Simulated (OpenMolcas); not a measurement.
Eu2+.

| Property | Result |
| --- | --- |
| Program | OpenMolcas 26.06 |
| Method | RASSCF |
| Basis | ANO-R2 [8s6p4d3f1g] |
| Scalar Hamiltonian | X2C, finite nucleus |
| Active space | 7 electrons in 12 orbitals (RAS2 4f; RAS3 5d, at most 1 electron) |
| State averaging | 2S+1 = 8 odd, 1 root; 2S+1 = 6 odd, 48 roots (30 in the spin-orbit step); 2S+1 = 4 odd, 5 roots kept (CI in the orbitals of an earlier block, 0 in the spin-orbit step); 2S+1 = 8 even, 35 roots; 2S+1 = 6 even, 26 roots kept (CI in the orbitals of an earlier block) |
| Spin-orbit coupling | state interaction with AMFI integrals over the reference wave functions, term energies averaged over their components |

Levels without dynamic correlation, in cm⁻¹ above 4f⁷ ⁸S°_7/2:

| Level | E |
| --- | --- |
| 4f⁷ ⁶P°_5/2 | 36734 |
| 4f⁷ ⁶I°_15/2 | 40096 |
| 4f⁷ ⁶D°_1/2 | 44886 |

On this reference, SS-RASPT2, IPEA 0.25 Eh, imaginary shift 0.1 Eh (closed shells correlated: 5s 5p) puts 4f⁷ ⁶P°_5/2 at 32340 cm⁻¹.

Q: Estimate the other levels at that method by one scale factor, and say how well it serves.

A: The factor is 32340 / 36734 = 0.880. Scaled values beside those that SS-RASPT2 gives and measured ones (Martin, Zalubas and Hagan, Atomic Energy Levels: The Rare-Earth Elements, NSRDS-NBS 60 (1978)):
```
       Level  Scaled  SS-RASPT2  Miss (%)  Measured
4f⁷ ⁶I°_15/2   35284      36840      -4.2     32308
 4f⁷ ⁶D°_1/2   39500      40310      -2.0
```
For these levels the scaled values miss SS-RASPT2 by up to 4.2 %, as correlation changes each term by its own factor, spin-orbit parts do not scale and CASPT2 has its own spread within terms. This holds within one configuration; levels of others move differently, and the target method has errors of its own against measurement.

CASPT2 does not keep the components of a term degenerate, so their means are used; among the terms shown or strongly mixed into the levels shown the widest spread is 43 cm-1 (4f⁷ ⁶I°, SS-RASPT2). No quartet enters the spin-orbit mixing, so the splitting and order within the octet and the sextets are unsound, and g values and χT are rough. Without dynamic correlation excited terms often stand tens of per cent too high (terms of higher spin than the ground term too low), and those without a measured partner can miss by more than the paired ones (holds for RASSCF). Each CASPT2 term energy is a mean over a sample of three components (holds for SS-RASPT2). Measured partners are found by configuration, term and J. A level has none where our copy of the source lacks it or the pairing is in doubt (some pairs that miss far off the trend of their configuration count as doubtful), and it then counts in no deviation. Levels of configurations outside the active space are missing.

° marks odd parity.
